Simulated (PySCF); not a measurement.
A GIAO shielding run with PySCF 2.14 (density fitting, non-relativistic, gas phase) on `C=Cc1[p-]c(CC)cc1C`, [C9H12P]-:

```
$ OMP_NUM_THREADS=1 python probes_run.py task.json out

{"job": {"kind": "nmr", "xc": "PBE0", "basis": "pcSseg-1"}, "charge": -1, "multiplicity": 1}
C      3.505319    -1.358704     0.014589
C      2.760960    -0.260183    -0.143092
C      1.352061    -0.145146     0.079285
P      0.304434    -1.474947     0.606687
C     -1.071924    -0.401194     0.579760
C     -2.474745    -0.826467     0.898553
C     -3.266187    -1.142370    -0.372261
C     -0.727705     0.884866     0.184104
C      0.625518     1.042683    -0.095358
C      1.225269     2.349612    -0.531381
H      3.055974    -2.282371     0.340554
H      4.569231    -1.370790    -0.176398
H      3.258033     0.651228    -0.472433
H     -2.453471    -1.717894     1.532253
H     -2.989937    -0.030100     1.451319
H     -4.287099    -1.453623    -0.139663
H     -2.770241    -1.942104    -0.918446
H     -3.305738    -0.265752    -1.016762
H     -1.452386     1.689726     0.112304
H      1.681380     2.266970    -1.521824
H      0.452695     3.118383    -0.577123
H      1.998148     2.687562     0.164486
```

Hardware: 1 thread of an Arm Neoverse V1, shared host. The job also computes population analyses, field gradients, ring-centre shieldings.

Task: How large is the calculation?

Result: 82 electrons, 237 basis functions and 1244 auxiliary functions.

Task: How long does it take?

Result: 63 s of wall time, with 14 SCF cycles and 5 response iterations. Times on a shared host scatter by some tens of per cent.
